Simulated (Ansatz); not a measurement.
`C[O][In]([F])[Cl]` + H₂ → `[F][InH][Cl]` + CH₃OH at 700 K and 1 bar (hydrogenolysis of the In–O bond).

Gas-phase electronic energies from Ansatz, PBE0-D4/def2-TZVP geometries. CBS: MP2 limit from def2 TZ/QZ plus the TZ coupled-cluster correction, frozen cores. This one scheme is used for every species. def2 core potentials past Kr. For In outer-core shells are correlated without core-valence functions, which leaves a few kJ/mol of doubt a bond. Each species was taken in one conformer, which may not be the lowest.

| species | CCSD(T)/CBS energy (Eh) | H − E (kJ/mol) | S (J/(mol·K)) |
| --- | --- | --- | --- |
| `C[O][In]([F])[Cl]` | -864.49222 | 186.9 | 493.3 |
| H₂ | -1.17544 | 46.8 | 155.3 |
| `[F][InH][Cl]` | -750.05448 | 66.1 | 368.2 |
| CH₃OH | -115.61712 | 170.8 | 288.5 |

H − E and S are ideal-gas, rigid-rotor, harmonic terms from PBE0-D4/def2-TZVP, for one conformer and one mirror image of each species. For small species the MP2-based limit differs from directly extrapolated CCSD(T) by up to some mEh (0.8 for H₂); such offsets cancel only in part. 1 Eh = 2625.50 kJ/mol, R = 8.31446 J/(mol·K).

Problem. By hand: ΔE, ΔH, ΔS and ΔG.

Solution. ΔE = (-750.05448) + (-115.61712) − (-864.49222) − (-1.17544) = -0.00394 Eh = -10.3 kJ/mol. Δ(H − E) = 66.1 + 170.8 − 186.9 − 46.8 = 3.2, so ΔH = -7.1 kJ/mol. ΔS = 368.2 + 288.5 − 493.3 − 155.3 = 8.1 J/(mol·K). ΔG = -7.1 − 700 × (8.1)/1000 = -12.8 kJ/mol.

Problem. By hand: the equilibrium constant, and the temperature at which ΔG would vanish if ΔH and ΔS stayed fixed.

Solution. log₁₀ K = −ΔG/(RT ln 10) = 1.0. ΔH and −TΔS have one sign here, so there is no such temperature.

TΔS isn't small against ΔH here. A doubt of 5 kJ/mol in ΔE shifts log₁₀ K by 0.4 here. Other conformers and mirror images would add mixing entropy, several J/(mol·K) or more a flexible species. Modes under 60 cm⁻¹, often nearly free rotors, make the harmonic entropy too high. These are equilibria of isolated gas molecules and say nothing of rates. Largest T1 diagnostic: 0.016 (customary marks: 0.02 for closed shells, 0.045 for open ones).

ΔS is within the doubt of such terms, so its sign, and with it that verdict, could turn.
